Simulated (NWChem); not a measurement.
System: C3H5BO2; SMILES O=CB1COC1

Here is an NWChem input.

```
start job
memory heap 200 mb stack 900 mb global 1100 mb
geometry units angstroms
  O     -0.521926    -2.301951     0.000000
  C      0.486893    -1.624809     0.000000
  B      0.257226    -0.072582     0.000000
  C     -0.022893     1.065113    -1.054837
  O     -0.240489     2.010037     0.000000
  C     -0.022893     1.065113     1.054837
  H      1.499019    -2.114211     0.000000
  H     -0.917907     0.916422    -1.690268
  H      0.811692     1.354042    -1.723007
  H      0.811692     1.354042     1.723007
  H     -0.917907     0.916422     1.690268
end
basis spherical
  O library 3-21g
  C library 3-21g
  B library 3-21g
  H library 3-21g
end
dft
  xc b3lyp
  iterations 150
end
driver
  maxiter 120
end
task dft optimize
task dft freq
```

Output (shortened):

```
             Northwest Computational Chemistry Package (NWChem) 7.3.0
             --------------------------------------------------------

 CS  symmetry detected

                             Geometry "geometry" -> ""
                             -------------------------

 Output coordinates in angstroms (scale by  1.889725989 to convert to a.u.)

  No.       Tag          Charge          X              Y              Z
 ---- ---------------- ---------- -------------- -------------- --------------
    1 O                    8.0000    -0.51782126     2.36127133     0.00000000
    2 C                    6.0000     0.49552958     1.69093026     0.00000000
    3 B                    5.0000     0.27630851     0.13719357     0.00000000
    4 C                    6.0000     0.00384833    -1.00235986    -1.05483700
    5 O                    8.0000    -0.20738691    -1.94872610     0.00000000
    6 C                    6.0000     0.00384833    -1.00235986     1.05483700
    7 H                    1.0000     1.50434082     2.18712905     0.00000000
    8 H                    1.0000    -0.89214557    -0.85969235    -1.69026800
    9 H                    1.0000     0.84035787    -1.28566865    -1.72300700
   10 H                    1.0000     0.84035787    -1.28566865     1.72300700
   11 H                    1.0000    -0.89214557    -0.85969235     1.69026800

 Effective nuclear repulsion energy (a.u.)     203.2758062472

      Symmetry information
      --------------------

 Group name             Cs
 Group number              2
 Group order               2
 No. of unique centers     8

                                Z-matrix (autoz)
                                --------

 Units are Angstrom for bonds and degrees for angles

      Type          Name      I     J     K     L     M      Value
      ----------- --------  ----- ----- ----- ----- ----- ----------
    1 Stretch                  1     2                       1.21500
    2 Stretch                  2     3                       1.56913
    3 Stretch                  2     7                       1.12424
    4 Stretch                  3     4                       1.57655
    5 Stretch                  3     6                       1.57655
    6 Stretch                  4     5                       1.43280
    7 Stretch                  4     8                       1.10767
    8 Stretch                  4     9                       1.10746
    9 Stretch                  5     6                       1.43280
   10 Stretch                  6    10                       1.10746
   11 Stretch                  6    11                       1.10767
   12 Bend                     1     2     3               115.45400
   13 Bend                     1     2     7               120.32404
   14 Bend                     2     3     4               137.72052
   15 Bend                     2     3     6               137.72052
   16 Bend                     3     2     7               124.22196
   17 Bend                     3     4     5                90.59119
   18 Bend                     3     4     8               115.50085
   19 Bend                     3     4     9               117.26150
   20 Bend                     3     6     5                90.59119
   21 Bend                     3     6    10               117.26150
   22 Bend                     3     6    11               115.50085
   23 Bend                     4     3     6                83.99235
   24 Bend                     4     5     6                94.81873
   25 Bend                     5     4     8               112.83969
   26 Bend                     5     4     9               112.74130
   27 Bend                     5     6    10               112.74130
   28 Bend                     5     6    11               112.83969
   29 Bend                     8     4     9               107.32747
   30 Bend                    10     6    11               107.32747
   31 Torsion                  1     2     3     4          84.01535
   32 Torsion                  1     2     3     6         -84.01535
   33 Torsion                  2     3     4     5        -172.52017
   34 Torsion                  2     3     4     8         -56.73521
   35 Torsion                  2     3     4     9          71.36225
   36 Torsion                  2     3     6     5         172.52017
   37 Torsion                  2     3     6    10         -71.36225
   38 Torsion                  2     3     6    11          56.73521
   39 Torsion                  3     4     5     6           0.64220
   40 Torsion                  3     6     5     4          -0.64220
   41 Torsion                  4     3     2     7         -95.98465
   42 Torsion                  4     3     6     5           0.58479
   43 Torsion                  4     3     6    10         116.70238
   44 Torsion                  4     3     6    11        -115.20017
   45 Torsion                  4     5     6    10        -120.70935
   46 Torsion                  4     5     6    11         117.49097
   47 Torsion                  5     4     3     6          -0.58479
   48 Torsion                  6     3     2     7          95.98465
   49 Torsion                  6     3     4     8         115.20017
   50 Torsion                  6     3     4     9        -116.70238
   51 Torsion                  6     5     4     8        -117.49097
   52 Torsion                  6     5     4     9         120.70935

                           NWChem Geometry Optimization
                           ----------------------------

 maximum gradient threshold         (gmax) =   0.000450
 rms gradient threshold             (grms) =   0.000300
 maximum cartesian step threshold   (xmax) =   0.001800
 rms cartesian step threshold       (xrms) =   0.001200
 fixed trust radius                (trust) =   0.300000
 source of zmatrix                         =   autoz

          -------------------
          Energy Minimization
          -------------------

 Using diagonal initial Hessian
 Scaling for Hessian diagonals: bonds = 1.00  angles = 0.25  torsions = 0.10

          --------
          Step   0

                                 NWChem DFT Module
                                 -----------------

 Summary of "ao basis" -> "ao basis" (spherical)
 ------------------------------------------------------------------------------
       Tag                 Description            Shells   Functions and Types
 ---------------- ------------------------------  ------  ---------------------
 O                           3-21g                   5        9   3s2p
 C                           3-21g                   5        9   3s2p
 B                           3-21g                   5        9   3s2p
 H                           3-21g                   2        2   2s

      Symmetry analysis of basis
      --------------------------

        a'         43
        a"         21

            General Information
            -------------------
          SCF calculation type: DFT
          Wavefunction type:  closed shell.
          No. of atoms     :    11
          No. of electrons :    44
           Alpha electrons :    22
            Beta electrons :    22
          Charge           :     0
          Spin multiplicity:     1
          Use of symmetry is: on ; symmetry adaption is: on
          Maximum number of iterations: 150
          AO basis - number of functions:    64
                     number of shells:    40
          Convergence on energy requested:  1.00D-06
          Convergence on density requested:  1.00D-05
          Convergence on gradient requested:  5.00D-04

              XC Information
              --------------
                         B3LYP Method XC Potential
                     Hartree-Fock (Exact) Exchange  0.200
                        Slater Exchange Functional  0.800 local
                    Becke 1988 Exchange Functional  0.720 non-local
              Lee-Yang-Parr Correlation Functional  0.810
                  VWN I RPA Correlation Functional  0.190 local

             Grid Information
             ----------------
          Grid used for XC integration:  medium
          Radial quadrature: Mura-Knowles
          Angular quadrature: Lebedev.
          Tag              B.-S. Rad. Rad. Pts. Rad. Cut. Ang. Pts.
          ---              ---------- --------- --------- ---------
          O                   0.60       49          11.0       434
          C                   0.70       49          10.0       434
          B                   0.85       49           7.0       434
          H                   0.35       45          10.0       434
          Grid pruning is: on
          Number of quadrature shells:   380
          Spatial weights used:  Erf1

      Superposition of Atomic Density Guess
      -------------------------------------

 Sum of atomic energies:        -288.00586696

      Non-variational initial energy
      ------------------------------

 Total energy =    -291.026626
 1-e energy   =    -794.840643
 2-e energy   =     300.538211
 HOMO         =      -0.258897
 LUMO         =      -0.027060

      Symmetry analysis of molecular orbitals - initial
      -------------------------------------------------

  Numbering of irreducible representations:

     1 a'          2 a"

  Orbital symmetries:

     1 a'          2 a'          3 a'          4 a"          5 a'
     6 a'          7 a'          8 a'          9 a"         10 a'
    11 a'         12 a'         13 a'         14 a'         15 a"
    16 a'         17 a"         18 a"         19 a'         20 a'
    21 a"         22 a'         23 a"         24 a'         25 a'
    26 a'         27 a"         28 a'         29 a"         30 a'
    31 a"         32 a'

   convergence    iter        energy       DeltaE   RMS-Dens  Diis-err
 ---------------- ----- ----------------- --------- --------- ---------
 d= 0,ls=0.0,diis     1   -290.7543660187 -4.94D+02  3.69D-02  1.28D+00
 d= 0,ls=0.0,diis     2   -290.0889178398  6.65D-01  2.70D-02  7.55D+00
 d= 0,ls=0.0,diis     3   -290.8997544547 -8.11D-01  6.54D-03  1.61D-01
 d= 0,ls=0.0,diis     4   -290.9106494725 -1.09D-02  2.77D-03  6.32D-02
 d= 0,ls=0.0,diis     5   -290.9159931536 -5.34D-03  7.30D-04  4.30D-03
  Resetting Diis
 d= 0,ls=0.0,diis     6   -290.9163795877 -3.86D-04  1.43D-04  1.11D-04
 d= 0,ls=0.0,diis     7   -290.9163926045 -1.30D-05  8.93D-05  6.04D-06
 d= 0,ls=0.0,diis     8   -290.9163901875  2.42D-06  4.93D-05  3.21D-05
 d= 0,ls=0.0,diis     9   -290.9163934862 -3.30D-06  8.86D-06  3.61D-07
 d= 0,ls=0.0,diis    10   -290.9163935333 -4.70D-08  2.70D-06  2.84D-08

         Total DFT energy =     -290.916393533267
      One electron energy =     -798.019018690710
           Coulomb energy =      343.101020125905
    Exchange-Corr. energy =      -39.274201215687
 Nuclear repulsion energy =      203.275806247226

 Numeric. integr. density =       44.000002596854

                  Occupations of the irreducible representations
                  ----------------------------------------------

                     irrep           alpha         beta
                     --------     --------     --------
                     a'               16.0         16.0
                     a"                6.0          6.0

                       DFT Final Molecular Orbital Analysis
                       ------------------------------------

[...]

      ----------------------
      Optimization converged
      ----------------------

  Step       Energy      Delta E   Gmax     Grms     Xrms     Xmax
  ---- ---------------- -------- -------- -------- -------- --------
@   12    -290.92505959 -2.2D-07  0.00005  0.00001  0.00045  0.00108
                                     ok       ok       ok       ok

                                Z-matrix (autoz)
                                --------

 Units are Angstrom for bonds and degrees for angles

[...]

 Rotational Constants
 --------------------
 A=   0.296011 cm-1  (  0.425884 K)
 B=   0.075130 cm-1  (  0.108093 K)
 C=   0.067560 cm-1  (  0.097202 K)

 Temperature                      =   298.15K
 frequency scaling parameter      =   1.0000

 Zero-Point correction to Energy  =   49.472 kcal/mol  (  0.078838 au)
 Thermal correction to Energy     =   53.612 kcal/mol  (  0.085436 au)
 Thermal correction to Enthalpy   =   54.204 kcal/mol  (  0.086380 au)

 Total Entropy                    =   80.912 cal/mol-K
   - Translational                =   39.182 cal/mol-K (mol. weight =  84.0383)
   - Rotational                   =   26.464 cal/mol-K (symmetry #  =        1)
   - Vibrational                  =   15.265 cal/mol-K

 Cv (constant volume heat capacity) =   21.492 cal/mol-K
   - Translational                  =    2.979 cal/mol-K
   - Rotational                     =    2.979 cal/mol-K
   - Vibrational                    =   15.533 cal/mol-K

[normal modes left out]

 ----------------------------------------------------------------------------
 Normal Eigenvalue ||           Projected Infra Red Intensities
  Mode   [cm**-1]  || [atomic units] [(debye/angs)**2] [(KM/mol)] [arbitrary]
 ------ ---------- || -------------- ----------------- ---------- -----------
    1       -0.000 ||    0.000092           0.002         0.089       0.057
    2       -0.000 ||    0.000738           0.017         0.720       0.456
    3       -0.000 ||    0.000071           0.002         0.069       0.044
    4       -0.000 ||    0.002525           0.058         2.461       1.560
    5        0.000 ||    0.000007           0.000         0.007       0.004
    6        0.000 ||    0.001537           0.035         1.498       0.950
    7       65.040 ||    0.014144           0.326        13.788       8.742
    8      101.728 ||    0.010497           0.242        10.233       6.488
    9      147.506 ||    0.031519           0.727        30.726      19.481
   10      246.600 ||    0.000012           0.000         0.012       0.007
   11      366.369 ||    0.014183           0.327        13.826       8.766
   12      581.736 ||    0.040981           0.945        39.951      25.330
   13      641.694 ||    0.000148           0.003         0.145       0.092
   14      784.714 ||    0.004276           0.099         4.169       2.643
   15      851.190 ||    0.000122           0.003         0.119       0.075
   16      866.920 ||    0.008436           0.195         8.224       5.214
   17      936.451 ||    0.051719           1.193        50.419      31.967
   18      938.783 ||    0.012351           0.285        12.040       7.634
   19     1075.428 ||    0.037732           0.871        36.783      23.321
   20     1090.181 ||    0.001247           0.029         1.216       0.771
   21     1116.268 ||    0.001699           0.039         1.656       1.050
   22     1206.155 ||    0.000645           0.015         0.629       0.399
   23     1232.334 ||    0.027187           0.627        26.503      16.804
   24     1304.190 ||    0.020445           0.472        19.931      12.637
   25     1407.654 ||    0.006210           0.143         6.054       3.838
   26     1490.973 ||    0.006600           0.152         6.434       4.079
   27     1513.104 ||    0.002741           0.063         2.672       1.694
   28     1590.505 ||    0.030260           0.698        29.499      18.703
   29     2924.612 ||    0.134979           3.114       131.584      83.427
   30     3012.813 ||    0.034716           0.801        33.842      21.457
   31     3025.019 ||    0.000432           0.010         0.421       0.267
   32     3052.069 ||    0.035222           0.813        34.336      21.770
   33     3052.497 ||    0.000442           0.010         0.431       0.273
 ----------------------------------------------------------------------------
```

Level: B3LYP/3-21G.
